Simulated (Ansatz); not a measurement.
Geometry optimisation, Ansatz 0.2.0, RKS PBE-D4/STO-3G.

input.yaml

```yaml
crystal:
  periodic: [false, false, false]
  atoms:
    - { symbol: Si, position_ang: [0.0, 0.0, 0.0] }
    - { symbol: "N", position_ang: [0.0, 0.0, 1.82] }
    - { symbol: H, position_ang: [-0.877, -0.2713, 2.35] }
    - { symbol: H, position_ang: [0.877, 0.2713, 2.35] }
    - { symbol: F, position_ang: [1.4994, 0.0, -0.5295] }
    - { symbol: "N", position_ang: [-0.8572, 1.4851, -0.6061] }
    - { symbol: C, position_ang: [-2.2719, 1.4087, -0.9981] }
    - { symbol: H, position_ang: [-2.8245, 0.7784, -0.2704] }
    - { symbol: H, position_ang: [-2.7088, 2.429, -1.0098] }
    - { symbol: H, position_ang: [-2.3521, 0.9607, -2.0106] }
    - { symbol: C, position_ang: [-0.1354, 2.762, -0.7039] }
    - { symbol: H, position_ang: [-0.2436, 3.1711, -1.73] }
    - { symbol: H, position_ang: [-0.5567, 3.4827, 0.0276] }
    - { symbol: H, position_ang: [0.9399, 2.5975, -0.4831] }
    - { symbol: F, position_ang: [-0.7489, -1.2974, -0.5295] }
basis:
  gaussian: { orbitals: STO-3G }
hamiltonian:
  xc: pbe
  dispersion: d4
relax:
  f_tol: 0.02
  max_steps: 40
```

Command:

```bash
$ ansatz run input.yaml --threads 1 --pin off --max-ram 2048MiB --backend cpu --events-out ev --progress --plain --runs-dir out
```

Problem. Where does it end, and by what steps?

Solution. It converged. Limits of this set-up: minimal basis. After 23 steps the energy has fallen by 0.767 eV; H3 moved furthest, 1.50 Å.

| step | energy less start (eV) | largest force component (eV/Å) | accepted |
| --- | --- | --- | --- |
| 0 | 0.0000 | 3.154 | yes |
| 1 | -0.4030 | 1.669 | yes |
| 2 | -0.5174 | 0.282 | yes |
| 3 | -0.5430 | 0.322 | yes |
| 4 | -0.5741 | 0.551 | yes |
| 5 | -0.6012 | 0.555 | yes |
| 6 | -0.6331 | 0.425 | yes |
| 7 | -0.6632 | 1.382 | yes |
| 8 | -0.6903 | 0.390 | yes |
| 9 | -0.6998 | 0.282 | yes |
| 10 | -0.7072 | 0.090 | yes |
| 11 | -0.7139 | 0.066 | yes |
| 12 | -0.7168 | 0.451 | yes |
| 13 | -0.7249 | 0.156 | yes |
| 14 | -0.7333 | 0.173 | yes |
| 15 | -0.7433 | 0.357 | yes |
| 16 | -0.7554 | 0.149 | yes |
| 17 | -0.7598 | 0.088 | yes |
| 18 | -0.7640 | 0.095 | yes |
| 19 | -0.7655 | 0.115 | yes |
| 20 | -0.7662 | 0.076 | yes |
| 21 | -0.7668 | 0.030 | yes |
| 22 | -0.7670 | 0.023 | yes |
| 23 | -0.7671 | 0.013 | yes |

```xyz
15
Properties=species:S:1:pos:R:3
Si -0.273 -0.075 0.145
N 0.440 -0.010 1.777
H 0.096 0.862 2.271
H 1.486 0.140 1.703
F 0.920 -0.473 -0.921
N -1.165 1.432 -0.187
C -2.177 1.359 -1.290
H -2.706 0.385 -1.219
H -2.925 2.176 -1.179
H -1.741 1.446 -2.317
C -0.361 2.691 -0.281
H 0.195 2.810 -1.245
H -1.028 3.576 -0.175
H 0.379 2.719 0.546
F -1.400 -1.262 0.047
```

Whether the end is a true minimum wasn't checked by a vibrational analysis.

Run time: 99 s on 1 thread of Intel(R) Xeon(R) Platinum 8375C CPU @ 2.90GHz (Ice Lake) (shared host), peak memory 0.17 GiB.
